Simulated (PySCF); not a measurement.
B(Me)(OMe)(SH) (C2H7BOS), SMILES O(C)B(S)C. Atoms are numbered in the order given.

```xyz
12

B      0.4482     0.3068     0.0000
C      1.5079     1.4713     0.0000
H      2.5357     1.0774     0.0000
H      1.3845     2.1200    -0.8841
H      1.3845     2.1200     0.8841
O      0.8785    -0.9773     0.0000
C      0.0205    -2.1013     0.0000
H     -0.6253    -2.1108     0.8948
H      0.6417    -3.0082     0.0000
H     -0.6253    -2.1108    -0.8948
S     -1.3662     0.6252     0.0000
H     -1.2762     1.9729     0.0000
```

Geometry: B3LYP-D3(BJ)/def2-SVP. This is a generated structure with no PubChem entry under its InChIKey; it may be hypothetical. The values are those of a single conformer.

All values below come from PySCF with B3LYP-D3(BJ)/def2-SVP.

Frequencies are harmonic and unscaled.

Q: List the normal modes with their intensities. (The exact figures need the calculation; the answer reports its results.)

A: 
```
mode  ν (cm⁻¹)  IR (km/mol)  Raman (Å⁴/amu)  depolarisation  moving atoms (share of kinetic energy)
----  --------  -----------  --------------  --------------  --------------------------------------
1           62          1.2             0.0               –                                  H 95 %
2           98          0.0             0.1            0.75                                  H 98 %
3          183          7.9             0.1            0.75                  O 41 %, H 32 %, C 23 %
4          204          4.5             0.7            0.62                  C 42 %, S 32 %, H 22 %
5          281          0.2             1.1            0.41          C 33 %, H 33 %, S 18 %, O 10 %
6          356         13.7             5.4            0.75                                  H 88 %
7          438          0.3             0.7            0.55          O 40 %, C 23 %, H 16 %, S 14 %
8          466          0.9             1.9            0.75                  B 51 %, H 34 %, O 14 %
9          573          9.5            10.1            0.13  C 34 %, S 27 %, H 15 %, B 12 %, O 12 %
10         797          8.9             7.1            0.74                          H 82 %, C 13 %
11         835         20.4             5.2            0.56                  H 66 %, C 18 %, O 11 %
12         878         13.9             0.4            0.75                  H 56 %, B 24 %, C 19 %
13        1070         91.9             4.8            0.62          C 35 %, O 32 %, B 19 %, H 14 %
14        1097        131.8             0.6            0.63                  B 56 %, H 26 %, C 13 %
15        1175          0.6             1.9            0.75                          H 76 %, C 19 %
16        1199          6.4             3.1            0.74                          H 70 %, C 18 %
17        1317         46.1             3.0            0.73                          H 63 %, C 24 %
18        1381        360.1             7.2            0.49          B 34 %, H 32 %, O 20 %, C 14 %
19        1439         17.7            11.3            0.72                                  H 92 %
20        1442          6.3            15.1            0.75                                  H 96 %
21        1471         15.0            12.2            0.74                                  H 96 %
22        1474          8.2            18.2            0.75                                  H 97 %
23        1500         77.7             3.8            0.75                  H 67 %, B 15 %, O 12 %
24        2689          2.2           131.6            0.29                                  H 97 %
25        3013         38.0           125.4            0.01                                  H 97 %
26        3026          2.0           142.2            0.00                                  H 97 %
27        3090         25.2            48.2            0.75                          H 90 %, C 10 %
28        3096          7.2            74.4            0.75                           H 91 %, C 9 %
29        3127         13.0            92.1            0.70                           H 91 %, C 9 %
30        3131         24.1           102.5            0.58                          H 90 %, C 10 %
```
